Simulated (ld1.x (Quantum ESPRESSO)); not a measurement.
Tl (Z = 81) ultrasoft: all-electron and pseudo phase curves

Tl (Z = 81), ultrasoft, made with ld1.x (Quantum ESPRESSO) 7.5 (LDA (PZ), fully relativistic). Core [Xe] 4f14 5d10, reference 6s2 6p1. Waves: 6s (bound): rcut 1.65, rcutus 2.15 bohr; 6s channel at -0.3 Ry: rcut 1.65, rcutus 2.15 bohr; 6p (bound): rcut 2.45, rcutus 3.20 bohr; 6p channel at 5.15 Ry: rcut 2.45, rcutus 3.20 bohr; 6d channel at -0.05 Ry: rcut 2.95, rcutus 3.20 bohr; 6d channel at 1 Ry: rcut 2.95, rcutus 3.20 bohr. Local part: all-electron potential smoothed inside 2.35 bohr (lloc = -1). Core correction: a·sin(br)/r model core inside 1.75 bohr. Augmentation charge: PSQ, radius 1.90 bohr.

Open shells are filled in proportion to 2j + 1 (rel_dist='average').

The phase is arctan(r·u′/u) with u = r·R(r), unwrapped; energies in Ry, scanned from -3 to 5 Ry. A pole is an energy at which the radial function vanishes at the test radius. The pseudo phase is shifted by a multiple of π to meet the all-electron one at the reference energy, and phase errors are pseudo minus all-electron; the curves can meet again beyond the range given. Levels narrower than the energy grid can be missing from the lists of poles.

| channel | radius (bohr) | reference energy (Ry) | poles, all-electron | poles, pseudo | unbroken range about the reference energy with phases within 0.05 rad | phase error 1 Ry above the reference energy (rad) |
| --- | --- | --- | --- | --- | --- | --- |
| s | 3.49 | -0.72 | -0.37, 3.91 | -0.37, 3.63, 4.34 | below 3.8 | -0.000 |
| p1/2 | 3.49 | -0.25 | 0.44, 4.85 | 0.43, 4.85 | below 1.8 | -0.006 |
| p3/2 | 3.49 | -0.17 | 0.76 | 0.74 | below 2.2 | -0.005 |
| d3/2 | 3.49 | -0.05 | -1.22, 2.30 | -0.78, 2.37 | -0.7 to 3.4 | +0.000 |
| d5/2 | 3.49 | -0.05 | -1.05, 2.40 | -0.87, 2.46 | -0.8 to 3.6 | +0.000 |

Note: ghost states, extra bound levels that the all-electron valence spectrum of the same l lacks: d5/2 at -12.2 eV, d3/2 at -10.9 eV. A true bound ghost makes a file unfit for plane-wave use.

Phases in the p1/2 channel:

```
E (Ry)  all-electron  pseudo
 -3.00         1.393   1.392
 -2.52         1.373   1.372
 -2.04         1.344   1.343
 -1.56         1.296   1.295
 -1.08         1.198   1.196
 -0.60         0.822   0.819
 -0.12        -1.114  -1.115
  0.36        -1.543  -1.547
  0.84        -1.677  -1.685
  1.32        -1.795  -1.811
  1.80        -2.011  -2.066
  2.28        -2.923  -3.197
  2.76        -4.222  -4.283
  3.24        -4.500  -4.516
  3.72        -4.603  -4.609
  4.20        -4.660  -4.662
  4.68        -4.700  -4.701
```
